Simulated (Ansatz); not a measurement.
```yaml
crystal:
  periodic: [false, false, false]
  atoms:
    - {symbol: O, position_ang: [2.279904, -0.724645, 0.847012]}
    - {symbol: I, position_ang: [-1.878857, 0.888409, -0.628443]}
basis:
  gaussian: {orbitals: def2-mTZVP}
magnetization: {spin_polarized: true, initial_magnetization: 1}
hamiltonian: {xc: {name: r2SCANh}}
output: {forces: true}
```

```sh
$ ansatz run in.yaml --threads 2 --pin off --events-out ev --progress --plain --max-ram 32768MiB --backend cpu
```

Output, abridged:

```
Functional definition: r2SCANh
544 factors; integrals over basis functions are off by at most 1.7e-4 eV
mean field evaluation 1: about -10096.5376 eV, gradient 6.6e1 eV
mean field evaluation 2: about -9621.5524 eV, gradient 1.0e2 eV
mean field evaluation 4: about -10106.1002 eV, gradient 4.7e1 eV
mean field evaluation 8: about -10121.5783 eV, gradient 4.2e1 eV
mean field evaluation 16: about -10143.1845 eV, gradient 1.1e-2 eV
mean field evaluation 32: about -10143.1973 eV, gradient 5.4e-4 eV
mean field -10143.19734200 eV, -372.7556270124 hartree, gradient 2.2e-10 eV, S^2 1.758133; 10 other end points of the search recorded, 0 dependent functions left out
reference -10143.19735113 eV, -372.7556273481 hartree; 17, 16 occupied and 43, 44 virtual orbitals, 544 factors
Total energy: -10143.19735113 eV, -372.7556273481 hartree
Atom 0 at     2.279904    -0.724645     0.847012 Å, force    -0.014535     0.005638    -0.005157 eV/Å
Atom 1 at    -1.878857     0.888409    -0.628443 Å, force     0.014535    -0.005638     0.005157 eV/Å
Dipole moment:     0.011835    -0.004591     0.004199 e Å
```

**Question.** Something in this input is off. What?

**Answer.** The geometry is stretched to more than twice its size. Self-consistency was reached. The result belongs to that input, not to the molecule as meant.
